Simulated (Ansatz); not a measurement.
Species: C2H9GaSi, SMILES `[CH3][Ga]([CH3])[SiH3]` (charge 0, multiplicity 1).

Problem. Give a relaxed geometry from r2SCAN-D4/def2-TZVP run with Ansatz (a program for electronic structure).

Solution. the end point of this relaxation (outside a Z-matrix the atoms follow the SMILES, hydrogens last).
Z-matrix (Å, degrees):
```
Ga
C 1 1.9729
H 2 1.0918 1 112.12
H 2 1.0920 3 109.22 1 124.91
H 2 1.0959 3 107.71 4 115.62
C 1 1.9733 2 118.95 3 -18.20
H 6 1.0909 1 113.05 2 -153.98
H 6 1.0925 7 109.24 1 -124.59
H 6 1.0960 7 107.37 8 -115.87
Si 1 2.4172 2 120.84 3 160.57
H 10 1.4900 1 113.79 2 16.47
H 10 1.4910 11 107.40 1 -124.95
H 10 1.4931 11 106.80 12 -113.93
```
